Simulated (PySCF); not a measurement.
C₃H₇FOSi, SMILES FC[SiH2]CC=O.

Coordinates come from a PBE0-D3(BJ)/def2-SVP optimisation. The structure was generated by enumeration, and PubChem lists no compound with its InChIKey, so it may never have been made. The values are those of a single conformer.

Computed with PBE/def2-TZVP (PySCF).

The molecule is in vacuum.

```json
{
  "total_energy": "-582.71638 hartree",
  "highest_occupied_level": "-6.04 eV",
  "lowest_empty_level": "-2.13 eV",
  "orbital_gap": "3.91 eV",
  "dipole_moment": "2.59 D",
  "quadrupole, principal values (traceless, Buckingham form, about the centre of nuclear charge)": "-15.37, 6.79, 8.58 D·Å",
  "mean_static_polarisability": "68.7 bohr³ (10.18 Å³)",
  "polarisability_principal_values": "60.2, 67.4, 78.5 bohr³"
}
```
